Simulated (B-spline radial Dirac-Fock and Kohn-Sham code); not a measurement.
**Dipole and non-dipole photoemission parameters of Nb⁴⁺ 4p1/2**

System: Nb⁴⁺ in the configuration [Kr] 4d1; threshold 87.68 eV (orbital energy of the model). Calculated with a radial B-spline solver, using Dirac-Hartree-Slater photoionisation with a Latter tail; cross sections with all multipoles, angular parameters from the dipole term and its interference with E2.

The run's input, task.json:

```json
{"items": [{
  "Z": 41,
  "q": 4,
  "cfg": [[1, 0, 2], [2, 0, 2], [2, 1, 6], [3, 0, 2], [3, 1, 6], [3, 2, 10], [4, 0, 2], [4, 1, 6], [4, 2, 1]],
  "A": 93,
  "rrms": 4.324,
  "do": "xps",
  "hv": [60, 75.1, 79.4, 80.9, 124.0, 157.0, 294.0, 300, 319.0, 409.0, 419.0, 449.0, 502.0, 1320.0, 2000, 2480.0, 2770.0, 2940.0, 2984.4, 4000, 4650.0, 5414.7, 5440.0, 5660.0, 8047.8, 9410.0, 11400.0, 13400.0, 13600.0, 15000]
}]}
```

Command: `python xray2_run.py task.json out`

| hν (eV) | σ (kb) | β | γ | δ |
| --- | --- | --- | --- | --- |
| 124 | 133 | -0.042 | -0.068 | 0.028 |
| 157 | 118 | 0.500 | 0.017 | 0.035 |
| 294 | 73.0 | 1.352 | 0.194 | 0.008 |
| 300 | 71.4 | 1.366 | 0.191 | 0.008 |
| 319 | 66.8 | 1.407 | 0.182 | 0.006 |
| 409 | 49.3 | 1.537 | 0.124 | 0.002 |
| 419 | 47.7 | 1.546 | 0.117 | 0.001 |
| 449 | 43.5 | 1.572 | 0.098 | 0.001 |
| 502 | 37.2 | 1.606 | 0.066 | 0.000 |
| 1320 | 7.45 | 1.662 | 0.033 | 0.001 |
| 2000 | 3.18 | 1.606 | 0.205 | 0.005 |
| 2480 | 1.97 | 1.564 | 0.333 | 0.010 |
| 2770 | 1.53 | 1.539 | 0.408 | 0.012 |
| 2940 | 1.33 | 1.525 | 0.450 | 0.014 |
| 2984.4 | 1.28 | 1.521 | 0.461 | 0.015 |
| 4000 | 0.625 | 1.442 | 0.690 | 0.027 |
| 4650 | ? | ? | ? | ? |
| 5414.7 | 0.284 | 1.346 | 0.948 | 0.046 |
| 5440 | 0.281 | 1.345 | 0.952 | 0.047 |
| 5660 | 0.252 | 1.331 | 0.986 | 0.050 |
| 8047.8 | 0.0950 | 1.203 | 1.300 | 0.085 |
| 9410 | 0.0605 | 1.143 | 1.439 | 0.105 |
| 11400 | 0.0343 | 1.065 | 1.605 | 0.135 |
| 13400 | 0.0210 | 0.998 | 1.741 | 0.164 |
| 13600 | 0.0201 | 0.992 | 1.753 | 0.167 |
| 15000 | 0.0148 | 0.951 | 1.833 | 0.187 |

Question: Give the values at 4650 eV.

Answer: σ = 0.424 kb, β = 1.396, γ = 0.817, δ = 0.036.
